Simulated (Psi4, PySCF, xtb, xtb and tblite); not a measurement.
Torsional profile of SMILES C([CH2][GeH3])C(C)(C)C. Scanned: dihedral C2–C5–C6–Ge7; all other coordinates were relaxed at GFN2-xTB. Points at φ and −φ are mirror images. Heavy atoms are numbered in the order of the SMILES CC(C)(C)C[CH2][GeH3], hydrogens after them in the order of the atoms that carry them; the mirror image has the same energies with the sign of each dihedral reversed.

- RKS-B3LYP/6-31G* = restricted B3LYP/6-31G*, spherical d, density fitting // GFN2-xTB (PySCF)
- GFN2-xTB (xtb and tblite)
- GFN1-xTB // GFN2-xTB (xtb)
- PBE-D3(BJ)/def2-SVP // GFN2-xTB (Psi4)

Energies relative to the lowest point of each profile, in kcal/mol; the last columns give the difference from PBE-D3(BJ):

```csv
φ / °,RKS-B3LYP/6-31G*,GFN2-xTB,GFN1-xTB,PBE-D3(BJ)/def2-SVP,RKS-B3LYP/6-31G* − PBE-D3(BJ)/def2-SVP,GFN2-xTB − PBE-D3(BJ)/def2-SVP,GFN1-xTB − PBE-D3(BJ)/def2-SVP
-150,1.2,1.0,1.0,1.1,0.1,-0.1,-0.1
-120,3.0,2.0,1.6,2.4,0.5,-0.4,-0.8
-90,3.2,0.9,0.3,1.9,1.3,-1.0,-1.6
-60,3.4,0.9,0.0,1.7,1.7,-0.9,-1.7
-30,6.1,3.6,1.9,4.2,1.9,-0.7,-2.3
0,9.1,6.3,4.1,7.2,1.9,-0.8,-3.1
30,6.1,3.6,1.9,4.2,1.9,-0.7,-2.3
60,3.4,0.9,0.0,1.7,1.7,-0.9,-1.7
90,3.2,0.9,0.3,1.9,1.3,-1.0,-1.6
120,3.0,2.0,1.6,2.4,0.5,-0.4,-0.8
150,1.2,1.0,1.0,1.1,0.1,-0.1,-0.1
180,0.0,0.0,0.2,0.0,0.0,0.0,0.2
```

RKS-B3LYP/6-31G* is furthest from PBE-D3(BJ)/def2-SVP at -30 (1.9 kcal/mol, above); its mean absolute difference over the points is 1.1 kcal/mol.

GFN2-xTB is furthest from PBE-D3(BJ)/def2-SVP at -90 (-1.0 kcal/mol, below); its mean absolute difference over the points is 0.6 kcal/mol.

GFN1-xTB is furthest from PBE-D3(BJ)/def2-SVP at 0 (-3.1 kcal/mol, below); its mean absolute difference over the points is 1.4 kcal/mol.
